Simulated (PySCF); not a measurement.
# One molecule, several mistakes: C2H7Si

Calculated results; nothing here was measured. The program is PySCF 2.14.0, an open-source quantum chemistry code, run on an isolated molecule that a program drew, which may never have been made. The molecule is C2H7Si (charge 0, doublet), drawn as the SMILES string `C[CH][SiH3]`.

Each row is a Hartree-Fock (HF) and frozen-core CCSD(T) single point in the cc-pV(D+d)Z basis, meant for a local HF minimum. Run 1 is clean. Each other run has one planted mistake out of seven kinds, and not every kind appears here: one electron removed, one electron added, multiplicity raised by two, geometry at a saddle point, minimal basis STO-3G, one bond length entered in bohr, all coordinates scaled. The reference is restricted for singlets and unrestricted otherwise, and also for a bond in bohr. Adding or removing an electron swaps singlet and doublet. Electrons count all cores. HOMO and LUMO are orbital energies over both spins, the gradient is its largest component, and the lowest frequency (negative if imaginary) is given only where the gradient is small. Bond lengths are over the 9 bonds as drawn. T1 is the CCSD diagnostic: over 0.02 (restricted) or 0.045 (unrestricted) a single reference is doubtful.

Geometry of the clean run:
```xyz
10
C2H7Si, angstrom
C    -0.4349   -1.2928    1.7935
C    -0.1771   -0.2369    0.7503
Si   -0.9536   -0.1960   -0.9377
H    -0.8007   -0.8456    2.7236
H    -1.1727   -2.0296    1.4685
H     0.4853   -1.8330    2.0408
H     0.5356    0.5357    1.0309
H    -2.4353   -0.2002   -0.8371
H    -0.5229    1.0235   -1.6607
H    -0.5648   -1.3869   -1.7361
```

```
run  electrons  basis functions  <S^2>  HOMO (eV)  LUMO (eV)  gradient (hartree/bohr)  lowest frequency (cm^-1)  mean bond (Å)  longest bond (Å)      T1  HF (hartree)  CCSD(T) (hartree)                          mistake
  1         33               86  0.762      -9.60       2.77                  1.3e-05                        25         1.3542             1.858  0.0113    -368.70958         -369.14339                         no fault
  2         33               86  1.453      -9.83       2.60                  1.7e-02                         -         1.4622             2.064  0.0607    -368.58225         -369.01506  one bond length entered in bohr
  3         34               86  0.000      -0.28       9.55                  7.6e-02                         -         1.3542             1.858  0.0116    -368.65502         -369.13016               one electron added
  4         33               26  0.768      -8.11       8.50                  3.2e-02                         -         1.3542             1.858  0.0059    -364.44580         -364.62784             minimal basis STO-3G
  5         32               86  0.000     -18.14      -6.25                  6.2e-02                         -         1.3542             1.858  0.0208    -368.41884         -368.84018                                ?
```

**Which mistake was planted in run 5, and what did it cost?**

It counts 32 electrons, one fewer than the clean run, at the same geometry and basis. So the mistake is: one electron removed. Subtracting run 1 and multiplying by 627.51 kcal/mol a hartree, the energy moved by 182.4 kcal/mol in HF and 190.3 kcal/mol in CCSD(T).

Cautions from the logs. Run 2: T1 is over the limit, so its CCSD(T) energy is less reliable; run 3: the added electron raises the CCSD(T) energy, so it isn't bound in this basis; run 5: T1 is over the limit, so its CCSD(T) energy is less reliable.
